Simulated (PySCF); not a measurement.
H6NSi2, SMILES [SiH3][N][SiH3], multiplicity 2. Coordinates come from a PBE-D3(BJ)/def2-SVP optimisation. The isomer is the one that the SMILES or the coordinates give; other isomers of the formula were not compared.

Question: Give the equilibrium geometry at PBE-D3(BJ)/def2-SVP (PySCF confirms it by a frequency run) as bond lengths and angles, and its point group. (An estimate is asked for; the answer gives what the named calculation found.)

Answer: point group Cs.
Atoms: Si1 N2 Si3 H4 H5 H6 H7 H8 H9. Bonds (Å): Si1–N2 1.738, Si1–H4 1.511, Si1–H5 1.509, Si1–H6 1.511, N2–Si3 1.738, Si3–H7 1.511, Si3–H8 1.511, Si3–H9 1.509. Angles (°): N2–Si1–H4 106.5, N2–Si1–H5 107.7, N2–Si1–H6 117.1, H4–Si1–H5 107.9, H4–Si1–H6 108.6, H5–Si1–H6 108.8, Si1–N2–Si3 137.8, N2–Si3–H7 117.1, N2–Si3–H8 106.5, N2–Si3–H9 107.7, H7–Si3–H8 108.6, H7–Si3–H9 108.8, H8–Si3–H9 107.9.
Charge 0, spin multiplicity 2.
